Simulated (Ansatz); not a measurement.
Stepwise reaction of `[OH][Al]([F])[F]` with water, as a gas-phase model of exchange steps in deposition or etching. ΔE in kJ/mol; ΔG adds harmonic PBE0-D4 terms to CCSD(T)/CBS, at 1 bar.

Gas-phase electronic energies from Ansatz, PBE0-D4/def2-TZVP geometries. CCSD(T)/CBS adds triple-zeta CCSD(T) − MP2 to the extrapolated MP2 energy (def2 sets, frozen cores). This one scheme is used for every species. Functionals use def2-TZVPP. B3LYP here is the variant with VWN-RPA as its local correlation; programs differ in this. Each species was taken in one conformer, which may not be the lowest.

```json
{"step": "1", "reaction": "`[OH][Al]([F])[F]` + H₂O → `[OH][Al]([OH])[F]` + H–F", "PBE-D4": "43.0", "B3LYP-D4": "44.7", "ωB97M-V": "44.4", "CCSD(T)/CBS": "46.0", "ΔG(500 K)": "50.2"}
{"step": "2", "reaction": "`[OH][Al]([OH])[F]` + H₂O → `[OH][Al]([OH])[OH]` + H–F", "PBE-D4": "45.2", "B3LYP-D4": "46.4", "ωB97M-V": "45.9", "CCSD(T)/CBS": "45.9", "ΔG(500 K)": "49.6"}
```

(1) By hand: ΔE of the 2 steps together at CCSD(T)/CBS.

## Answers

(1) (46.0) + (45.9) = 91.9 kJ/mol, or 46.0 kJ/mol a step.

In ΔE the steps differ by no more than 0.1 kJ/mol. All are uphill at CCSD(T)/CBS. ΔG lies between 49.6 and 50.2 kJ/mol a step. PBE-D4 differs from CCSD(T)/CBS by -3.0 to -0.7 kJ/mol a step. Isolated molecules leave out the surface, adducts and barriers. Largest T1 diagnostic: 0.013.
